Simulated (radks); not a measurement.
Results of a calculation; reference values are marked as such.
Q: Ionisation of the zinc ion Zn3+, [Ar] 3d9, to Zn4+, [Ar] 3d8, under several functionals. Dirac Kohn-Sham, spin-unpolarised, spherical densities, point nucleus; open shells fill j = l - 1/2 first; a radial shooting solver on a logarithmic mesh with Libxc functionals. Known Delta-SCF values: LDA (Slater exchange, VWN5 correlation) 61.977 eV; XLYP 61.651 eV. What does AM05 give, and what is its highest occupied eigenvalue?

A: 61.619 eV by Delta-SCF; the 3d5/2 eigenvalue is -50.533 eV. NIST: 59.57 eV (measured).

Beside tabulated values, note that spin-unpolarised runs miss the spin-polarisation part of the exchange energy of open shells.
